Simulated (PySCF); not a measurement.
Species: allyl methanesulfonate, C₄H₈O₃S.
Bonds: C1–C2 (double), C2–C3, C3–O4, O4–S5, S5–C6, S5–O7 (double), S5–O8 (double). Hydrogens: H9, H10 on C1; H11 on C2; H12, H13 on C3; H14, H15, H16 on C6.

Method: PySCF, PBE0-D3(BJ)/def2-SVP geometry optimisation, gas phase; density fitting, grid level 1; the optimiser is geomeTRIC in internal coordinates, started from a GFN2-xTB structure with every atom displaced at random (about 0.01 Å).

Step 8: E = -21226.0257 eV
```
atom  x, y, z in Å  |  force x, y, z in eV/Å
C1      2.5132    0.4794    0.8684    0.176  -0.092   0.116
C2      1.8951   -0.4906    0.1961   -0.013   0.051  -0.004
C3      0.8412   -0.2209   -0.8250    0.004  -0.093  -0.181
O4     -0.4501   -0.7068   -0.4325   -0.099   0.004   0.161
S5     -1.1263   -0.0147    0.8854    0.000  -0.056   0.028
C6     -2.8014   -0.0184    0.3112   -0.040  -0.007   0.004
O7     -0.6532    1.3574    0.9717   -0.034  -0.006   0.005
O8     -1.0072   -0.9185    2.0133    0.022   0.132  -0.165
H9      2.2674    1.5349    0.7171   -0.034  -0.026  -0.030
H10     3.2829    0.2488    1.6130   -0.054   0.028  -0.045
H11     2.1266   -1.5448    0.3897   -0.005   0.040   0.018
H12     1.0347   -0.7810   -1.7530    0.041   0.060   0.003
H13     0.7794    0.8519   -1.0678   -0.014   0.002   0.079
H14    -3.0950   -1.0518    0.0920    0.016  -0.006  -0.008
H15    -2.8644    0.6184   -0.5797    0.000  -0.026   0.020
H16    -3.4142    0.3889    1.1266    0.035  -0.003  -0.001
```

Step 9: E = -21226.0382 eV
```
atom  x, y, z in Å  |  force x, y, z in eV/Å
C1      2.5676    0.4325    0.8753    0.092  -0.068   0.088
C2      1.9094   -0.5001    0.1878   -0.021   0.031  -0.014
C3      0.8378   -0.1922   -0.8042   -0.034  -0.051  -0.097
O4     -0.4459   -0.6945   -0.3976   -0.049   0.030  -0.002
S5     -1.1533    0.0452    0.8737    0.128  -0.141   0.166
C6     -2.8268   -0.0565    0.3037   -0.003  -0.006  -0.052
O7     -0.7284    1.4359    0.8841   -0.019  -0.003   0.023
O8     -0.9930   -0.7908    2.0487   -0.055   0.181  -0.187
H9      2.3456    1.4992    0.7724   -0.044  -0.023  -0.061
H10     3.3493    0.1563    1.5896   -0.033   0.021  -0.016
H11     2.1270   -1.5631    0.3432    0.001   0.017   0.025
H12     1.0182   -0.7147   -1.7564    0.006   0.037   0.017
H13     0.7656    0.8888   -1.0023    0.001  -0.001   0.060
H14    -3.0773   -1.1113    0.1398    0.012  -0.006   0.013
H15    -2.9092    0.5238   -0.6233   -0.011  -0.012   0.019
H16    -3.4580    0.3736    1.0921    0.030  -0.006   0.016
```

Step 10: E = -21226.0419 eV
```
atom  x, y, z in Å  |  force x, y, z in eV/Å
C1      2.5272    0.3714    0.9274   -0.059   0.025  -0.052
C2      1.8726   -0.5266    0.1926    0.049  -0.035  -0.009
C3      0.8601   -0.1607   -0.8431    0.005  -0.047   0.011
O4     -0.4615   -0.6005   -0.4873    0.014   0.004  -0.008
S5     -1.1254    0.1283    0.8120   -0.008  -0.053   0.087
C6     -2.8168   -0.1007    0.3453    0.012  -0.006  -0.051
O7     -0.7888    1.5422    0.7683    0.026  -0.001  -0.010
O8     -0.8481   -0.6579    1.9974   -0.064   0.064  -0.039
H9      2.3276    1.4406    0.8072    0.045   0.021   0.021
H10     3.2573    0.0735    1.6840   -0.005   0.000  -0.006
H11     2.0420   -1.5982    0.3449   -0.013  -0.010   0.013
H12     1.0542   -0.6815   -1.7921   -0.002   0.022  -0.012
H13     0.8450    0.9248   -1.0269    0.007   0.014   0.024
H14    -2.9985   -1.1748    0.2196    0.004   0.000   0.020
H15    -2.9939    0.4475   -0.5868   -0.021   0.006   0.000
H16    -3.4245    0.3048    1.1641    0.009  -0.004   0.012
```

Task: Estimate the geometry and energy of step 11. (The exact step hangs on the optimiser's Hessian estimate; all steps are aligned on step 10, rigid shifts and turns removed.)

Result: E = -21226.0433 eV, largest force 0.154 eV/Å
```
atom  x, y, z in Å  |  force x, y, z in eV/Å
C1      2.5714    0.3780    0.8956   -0.085   0.058  -0.088
C2      1.9046   -0.5287    0.1829    0.004  -0.044   0.015
C3      0.8477   -0.1661   -0.8092    0.065  -0.001   0.078
O4     -0.4455   -0.6514   -0.4166    0.009   0.013  -0.044
S5     -1.1502    0.1074    0.8428   -0.118   0.048  -0.077
C6     -2.8264   -0.0916    0.3124    0.006   0.004   0.011
O7     -0.7815    1.5129    0.7999    0.044   0.016  -0.021
O8     -0.9522   -0.6690    2.0456    0.078  -0.071   0.112
H9      2.3524    1.4431    0.7712    0.048   0.023   0.060
H10     3.3315    0.0967    1.6270    0.023  -0.017   0.010
H11     2.0930   -1.5982    0.3264   -0.018  -0.022   0.005
H12     1.0235   -0.6451   -1.7827   -0.013  -0.014  -0.019
H13     0.8004    0.9250   -0.9474   -0.010   0.007  -0.027
H14    -3.0246   -1.1644    0.2021   -0.008   0.002  -0.001
H15    -2.9672    0.4459   -0.6317   -0.004   0.007  -0.013
H16    -3.4483    0.3376    1.1082   -0.022  -0.006  -0.001
```

The energy changes by -0.0013 eV. The first-order estimate −F·Δx gives -0.0103 eV and the mean of the old and new forces, exact on a quadratic surface, -0.0012 eV. The step makes an angle of 79° with the force vector and moves no atom by more than 0.115 Å.

The cost below is that of the whole optimisation. On one thread of an Arm Neoverse V1, shared host, this took 2.7 min wall and 0.62 GiB of memory at its peak.
